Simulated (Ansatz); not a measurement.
Geometry optimisation, Ansatz 0.2.0, RKS PBE0/def2-SVPD.

Input:

```yaml
crystal:
  periodic: [false, false, false]
  atoms:
    - { symbol: Zn, position_ang: [0.208391, -0.138203, -0.091997] }
    - { symbol: Cl, position_ang: [0.414043, -0.153778, 2.108982] }
    - { symbol: O, position_ang: [0.204287, -0.098901, -1.872561] }
    - { symbol: H, position_ang: [0.981451, -0.457653, -2.313003] }
    - { symbol: S, position_ang: [-3.096117, -0.247204, 0.931415] }
    - { symbol: H, position_ang: [-3.163198, -1.593229, 0.837018] }
    - { symbol: H, position_ang: [-2.148357, -0.300832, 1.934244] }
basis:
  gaussian: { orbitals: def2-SVPD }
hamiltonian:
  xc: pbe0
relax:
  f_tol: 0.03
  max_steps: 50
```

Launched with:

```bash
$ ansatz run input.yaml --threads 4 --pin off --max-ram 5120MiB --backend cpu --events-out ev --progress --plain --runs-dir out
```

Task: Where does it end, and by what steps?

Result: It converged. The force dipped under the threshold on the way, but the program's further checks kept it going. After 21 steps the energy has fallen by 0.402 eV; H6 moved furthest, 1.50 Å. Joined: Zn1–S5 (3.46 → 2.56 Å).

```json
{"step": "0", "energy less start (eV)": "0.0000", "largest force component (eV/Å)": "0.952", "accepted": "yes"}
{"step": "1", "energy less start (eV)": "-0.1090", "largest force component (eV/Å)": "0.416", "accepted": "yes"}
{"step": "2", "energy less start (eV)": "-0.2215", "largest force component (eV/Å)": "0.579", "accepted": "yes"}
{"step": "3", "energy less start (eV)": "-0.2661", "largest force component (eV/Å)": "1.167", "accepted": "yes"}
{"step": "4", "energy less start (eV)": "-0.3281", "largest force component (eV/Å)": "0.373", "accepted": "yes"}
{"step": "5", "energy less start (eV)": "-0.3488", "largest force component (eV/Å)": "0.208", "accepted": "yes"}
{"step": "6", "energy less start (eV)": "-0.3588", "largest force component (eV/Å)": "0.260", "accepted": "yes"}
{"step": "7", "energy less start (eV)": "-0.3712", "largest force component (eV/Å)": "0.093", "accepted": "yes"}
{"step": "8", "energy less start (eV)": "-0.3785", "largest force component (eV/Å)": "0.039", "accepted": "yes"}
{"step": "9", "energy less start (eV)": "-0.3757", "largest force component (eV/Å)": "0.622", "accepted": "no"}
{"step": "10", "energy less start (eV)": "-0.3821", "largest force component (eV/Å)": "0.026", "accepted": "yes"}
{"step": "11", "energy less start (eV)": "-0.3858", "largest force component (eV/Å)": "0.196", "accepted": "yes"}
{"step": "12", "energy less start (eV)": "-0.3869", "largest force component (eV/Å)": "0.447", "accepted": "yes"}
{"step": "13", "energy less start (eV)": "-0.3930", "largest force component (eV/Å)": "0.156", "accepted": "yes"}
{"step": "14", "energy less start (eV)": "-0.3969", "largest force component (eV/Å)": "0.021", "accepted": "yes"}
{"step": "15", "energy less start (eV)": "-0.3949", "largest force component (eV/Å)": "0.487", "accepted": "no"}
{"step": "16", "energy less start (eV)": "-0.3991", "largest force component (eV/Å)": "0.120", "accepted": "yes"}
{"step": "17", "energy less start (eV)": "-0.3996", "largest force component (eV/Å)": "0.249", "accepted": "yes"}
{"step": "18", "energy less start (eV)": "-0.4012", "largest force component (eV/Å)": "0.091", "accepted": "yes"}
{"step": "19", "energy less start (eV)": "-0.4014", "largest force component (eV/Å)": "0.065", "accepted": "yes"}
{"step": "20", "energy less start (eV)": "-0.4022", "largest force component (eV/Å)": "0.041", "accepted": "yes"}
{"step": "21", "energy less start (eV)": "-0.4023", "largest force component (eV/Å)": "0.017", "accepted": "yes"}
```

```xyz
7
Properties=species:S:1:pos:R:3
Zn -0.004 -0.086 0.389
Cl 1.219 0.412 2.087
O -0.422 -0.619 -1.300
H 0.290 -0.736 -1.932
S -2.521 -0.051 0.883
H -2.591 -0.763 -0.269
H -2.571 -1.146 1.676
```

Whether the end is a true minimum wasn't checked by a vibrational analysis.

The run took 46 s on 4 threads of Arm Neoverse V2, with other jobs on the host, peak memory 0.36 GiB.
